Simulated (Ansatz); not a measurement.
Consider the hydrogenolysis of a C–S bond: `SCO[SiH2]S` + H₂ → `CO[SiH2]S` + H₂S.

Calculated with Ansatz (gas phase, PBE0-D4/def2-TZVP geometries, no zero-point term in ΔE). CCSD(T)/CBS adds triple-zeta CCSD(T) − MP2 to the extrapolated MP2 energy (def2 sets, frozen cores). This one scheme is used for every species. DFT in def2-TZVPP. B3LYP here is the variant with VWN-RPA as its local correlation; programs differ in this. Each species was taken in one conformer, which may not be the lowest.

`SCO[SiH2]S`:

Z-matrix (Å, degrees):
```
C
O 1 1.402
S 1 1.807 2 114.4
H 1 1.094 2 111.7 3 -124.3
H 1 1.091 2 108.1 3 116.5
Si 2 1.641 1 124.4 3 97.6
H 3 1.343 1 96.1 2 -76.6
S 6 2.135 2 114.0 1 -56.5
H 6 1.476 2 104.6 1 -179.0
H 6 1.485 2 111.2 1 59.0
H 8 1.345 6 94.6 2 -64.7
```

H₂:

```xyz
2

H     0.179   -0.012   -0.327
H    -0.179    0.012    0.327
```

`CO[SiH2]S`:

```xyz
10

C    -0.959   -0.671   -1.202
O    -0.387   -0.626    0.087
Si    0.849    0.380    0.468
S     1.189    0.339    2.560
H    -1.861   -1.282   -1.151
H    -1.235    0.328   -1.557
H    -0.274   -1.123   -1.927
H     0.508    1.750    0.000
H     2.131   -0.060   -0.140
H     0.038    0.964    2.862
```

H₂S:

Z-matrix (Å, degrees):
```
S
H 1 1.341
H 1 1.341 2 92.3
```

```json
{"level": "PBE-D4", "ΔE (kJ/mol)": "-43.0", "difference from CCSD(T)/CBS": "10.2"}
{"level": "PBE0-D4", "ΔE (kJ/mol)": "-50.8", "difference from CCSD(T)/CBS": "2.4"}
{"level": "B3LYP-D4", "ΔE (kJ/mol)": "-50.9", "difference from CCSD(T)/CBS": "2.3"}
{"level": "ωB97X-V", "ΔE (kJ/mol)": "-54.5", "difference from CCSD(T)/CBS": "-1.3"}
{"level": "ωB97M-V", "ΔE (kJ/mol)": "-53.7", "difference from CCSD(T)/CBS": "-0.5"}
{"level": "PBE", "ΔE (kJ/mol)": "-52.2", "difference from CCSD(T)/CBS": "1.0"}
{"level": "r2SCAN", "ΔE (kJ/mol)": "-51.6", "difference from CCSD(T)/CBS": "1.6"}
{"level": "B3LYP", "ΔE (kJ/mol)": "-65.8", "difference from CCSD(T)/CBS": "-12.6"}
{"level": "HF/def2-TZVPP", "ΔE (kJ/mol)": "-85.4", "difference from CCSD(T)/CBS": "-32.2"}
{"level": "MP2/def2-TZVPP", "ΔE (kJ/mol)": "-50.1", "difference from CCSD(T)/CBS": "3.1"}
{"level": "SCS-MP2/def2-TZVPP", "ΔE (kJ/mol)": "-56.8", "difference from CCSD(T)/CBS": "-3.6"}
{"level": "CCSD/def2-TZVPP", "ΔE (kJ/mol)": "-64.2", "difference from CCSD(T)/CBS": "-11.0"}
{"level": "CCSD(T)/def2-TZVPP", "ΔE (kJ/mol)": "-56.9", "difference from CCSD(T)/CBS": "-3.7"}
{"level": "MP2/def2-QZVPP", "ΔE (kJ/mol)": "-48.2", "difference from CCSD(T)/CBS": "5.0"}
{"level": "HF/CBS(def2)", "ΔE (kJ/mol)": "-85.9", "difference from CCSD(T)/CBS": "-32.7"}
{"level": "MP2/CBS(def2)", "ΔE (kJ/mol)": "-46.4", "difference from CCSD(T)/CBS": "6.8"}
{"level": "CCSD(T)/CBS", "ΔE (kJ/mol)": "-53.2", "difference from CCSD(T)/CBS": "0"}
```

Largest T1 diagnostic among the species: 0.012.

From PBE to PBE0 (25 % exact exchange), in def2-TZVPP and without D4, ΔE moves by −6.9 kJ/mol. In def2-TZVPP, CCSD(T) changes the Hartree–Fock value by +28.5 kJ/mol (the triples alone add +7.3 kJ/mol) and MP2 by +35.3 kJ/mol. The D4 term adds +14.9 kJ/mol with B3LYP and +8.2 kJ/mol with PBE0; it sums over pairs of atoms, weighted by their polarisabilities, and B3LYP, whose exchange is more repulsive, gets the larger term.
